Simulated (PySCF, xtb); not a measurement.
H4O3SSn, SMILES [OH][Sn]([OH])([OH])[SH].

xtb with GFN2-xTB at its own geometry gives an orbital gap of 2.70 eV and a dipole moment of 0.85 D.

Coordinates come from a PBE-D3(BJ)/def2-SVP optimisation. The structure was generated by enumeration; whether it is a known compound was not checked. The def2 effective core potentials stand for the cores of Sn; spin–orbit coupling is left out. One conformer was computed; it need not be the lowest.

### Question
What does PySCF with ωB97X/def2-TZVP give? (An estimate is asked for; the answer gives what the named calculation found.)

### Answer
gap 10.32 eV (levels -10.45 and -0.13 eV), dipole 0.88 D.
